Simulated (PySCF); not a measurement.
**Hg⁷⁰⁺: ionisation energy**

Hg⁷⁰⁺ [Ne] (1S) → Hg⁷¹⁺ [He] 2s2 2p5 (2P), as a difference of total energies. Computed with PySCF 2.14 in an uncontracted even-tempered set (18 s from 51 bohr⁻², ratio 2.2; 13 p from 66 bohr⁻², ratio 2.2; 5 d from 260 bohr⁻², ratio 2.4; 5 f from 390 bohr⁻², ratio 2.4; 4 g from 580 bohr⁻², ratio 2.4), with scalar relativity by spin-free X2C-1e. Correlated levels: nothing frozen; virtual orbitals above 40 to 60 times the deepest correlated orbital energy dropped. The calculations carry no spin-orbit coupling.

```tsv
method	ionisation energy (eV)
UHF	19176.7
LDA	19168.9
PBE	19171.0
PBE0	19173.0
r2SCAN	19178.0
revPBE	19170.5
TPSS	19171.4
MP2 (all electrons)	19178.7
SCS-MP2 (all electrons)	19178.5
```

A first-order spin-orbit estimate (lowest level to lowest level, LS coupling) adds -608.4 eV.

For this ion Breit and QED terms and the two-electron picture change, all absent here, outweigh the differences among the correlated methods.

For comparison: 18550 ± 60 eV (theoretical estimate listed by NIST; NIST Atomic Spectra Database, ionization energies).
